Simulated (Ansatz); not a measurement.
Frontier orbitals of `Cl[C]1=[CH][AlH]1`.

```xyz
6

Cl    1.101   -1.979    1.003
C     0.438   -0.596    0.223
C    -0.728    0.046    0.499
Al    0.182    0.847   -0.916
H    -1.468   -0.185    1.262
H     0.474    1.867   -2.071
```

Charge 0, multiplicity 1. The geometry is a stationary point of PBE0-D4/def2-TZVP. Basis def2-TZVPP, Ansatz.

Orbital energies of one run (eV). Highest occupied ones, from the top: -9.66, -10.33, -10.71, -13.10, -13.28, -14.38, -16.26, -17.79, -24.18, -27.35, -75.16, -75.24, -75.41, -113.61. Empty: 0.90, 1.69, 1.77, 2.15, 3.94, 4.34.

Task: Which functional gave them?
A. LC-ωPBE
B. HSE06 (plane-wave form)
C. LDA (SPW92)
D. revPBE

Result: A. HOMO energies: LC-ωPBE -9.66, revPBE -5.82, HSE06 -6.65, LDA (SPW92) -5.99 eV.

LC-ωPBE has ω = 0.4 bohr⁻¹.
